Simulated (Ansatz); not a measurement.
One change: `OCCCCCO` becomes `OCCC[SiH3]`.

Ansatz, PBE0-D4/def2-TZVP geometries, multiplicity 1. Each molecule was computed in one conformer, which needn't be the lowest.

| property | `OCCCCCO` |
| --- | --- |
| LUMO energy (PBE0/def2-TZVPP) / eV | 0.91 |
| size of the dipole moment (B3LYP/def2-TZVPP) / D | 2.27 |
| HOMO energy (PBE0/def2-TZVPP) / eV | -7.69 |
| LUMO energy (B3LYP/def2-TZVPP) / eV | 0.55 |
| size of the dipole moment (PBE/def2-TZVPP) / D | 2.15 |
| HOMO–LUMO gap (B3LYP/def2-TZVPP) / eV | 8.01 |

(1) What does the change do to each property? (Estimate.)

Results:

(1) Computed: 
```csv
property,`OCCC[SiH3]`,shift
LUMO energy (PBE0/def2-TZVPP) / eV,0.73,-0.18
size of the dipole moment (B3LYP/def2-TZVPP) / D,1.35,-0.92
HOMO energy (PBE0/def2-TZVPP) / eV,-7.92,-0.23
LUMO energy (B3LYP/def2-TZVPP) / eV,0.42,-0.13
size of the dipole moment (PBE/def2-TZVPP) / D,1.33,-0.82
HOMO–LUMO gap (B3LYP/def2-TZVPP) / eV,8.11,0.10
```

With PBE0 the HOMO falls by 0.23 eV and the LUMO falls by 0.18 eV, so the gap widens by about 0.05 eV. PBE moves the HOMO by -0.20 eV and ωB97M-V by -0.24 eV. Dipoles are sizes alone; their direction can turn.

B3LYP here is the variant with VWN-RPA as its local correlation; programs differ in this.

Positive LUMOs are unbound, so they and the gaps depend on the basis.
